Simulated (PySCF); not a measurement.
Species: BiMe2(SiH3), C2H9BiSi.
Cartesian coordinates in Å at the PBE0-D3(BJ)/def2-SVP level; atoms count from 1:
```
atom  x, y, z in Å
Bi1    0.1596    0.2968    1.3868
C2     1.9726    0.1364    0.0110
H3     1.6438    0.0409   -1.0326
H4     2.5684   -0.7424    0.2949
H5     2.5824    1.0431    0.1281
C6    -0.9406    1.7184   -0.0213
H7    -2.0027    1.7525    0.2581
H8    -0.8362    1.3676   -1.0565
H9    -0.5020    2.7205    0.0806
Si10  -0.9811   -1.7871    0.1809
H11   -0.3304   -3.0786    0.5718
H12   -0.8674   -1.6396   -1.3067
H13   -2.4358   -1.8807    0.5271
```

Method: PBE0-D3(BJ)/def2-SVP geometry optimisation, gas phase, def2 core potentials past Kr (PySCF 2.14.0).

Q: Which atoms are bound to Bi1, and at what distances?

A: 3 atoms: C2 2.282 Å, C6 2.283 Å, Si10 2.664 Å. The nearest atom not counted as bound is H5, at 2.83 Å (others tie with it).

Q: List the angles at Bi1.

A: 
```
      angle  degrees  distance of the outer atoms (Å)
  C2–Bi1–C6     93.1                             3.32
C2–Bi1–Si10     90.7                             3.53
C6–Bi1–Si10     90.1                             3.51
```

Q: What is the shape at Bi1?

A: Pyramidal: angles 93.1°, 90.7° and 90.1°, sum 273.9°, 1.35 Å off the plane of its three neighbours.

Q: What are the other bond lengths?

A: C2–H3 and 5 like bonds 1.099 Å; Si10–H11, Si10–H12, Si10–H13 1.499 Å.

Q: What are the rotational constants (commonest isotopes, rigid rotor)?

A: A = 3048, B = 1793, C = 1676 MHz: an asymmetric top.

Charge 0, singlet. Stationary, but not proved a minimum.
